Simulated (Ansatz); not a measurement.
Ansatz (a program for electronic structure) input (RI-MP2/def2-TZVPPD):
A basis named .json is the Basis Set Exchange file of that set.

Ansatz 0.2 input:
```yaml
crystal:
  periodic: [false, false, false]
  atoms:
    - {symbol: Pb, position_ang: [-0.00000000, -0.00000000, -0.75131942]}
    - {symbol: Br, position_ang: [0.00000000, 0.00000000, 1.76023406]}
basis:
  gaussian:
    orbitals: def2-TZVPPD.json
    fitting: {mean_field: def2-universal-jkfit, correlation: def2-TZVPPD-RIFIT.json}
total_charge: 1
magnetization: {spin_polarized: true, initial_magnetization: 2}
correlation: {method: mp2, electrons: outside_noble_gas}
```

End of the output:

```
375 factors; integrals over basis functions are off by at most 1.2e2 eV
mean field: 0.35 GiB planned
mean field evaluation 1: about -75208.7949 eV, gradient 1.9e1 eV
mean field evaluation 2: about -75210.4837 eV, gradient 1.5e1 eV
mean field evaluation 4: about -75211.2215 eV, gradient 1.0e0 eV
mean field evaluation 8: about -75211.2474 eV, gradient 1.5e-6 eV
mean field evaluation 16: about -75211.3815 eV, gradient 1.2e0 eV
mean field evaluation 32: about -75211.2474 eV, gradient 3.2e-4 eV
mean field evaluation 64: about -75211.2984 eV, gradient 1.3e-3 eV
mean field evaluation 96: about -75211.2474 eV, gradient 4.9e-5 eV
mean field -75211.46841460 eV, -2763.9704840724 hartree, gradient 1.4e-6 eV, S^2 2.018953; 12 other end points of the search recorded, 0 dependent functions left out
23 core orbitals not correlated
reference -75211.46841460 eV, -2763.9704840724 hartree; 6, 4 occupied and 84, 86 virtual orbitals, 375 factors
second order -4.69444421 eV of doubles, -0.00000000 eV of singles
Total energy: -75216.16285882 eV, -2764.1430017153 hartree
```

This state (charge 1, triplet) is run at the relaxed geometry of the species with charge 1 and multiplicity 1, and is a spin state other than that species' own.
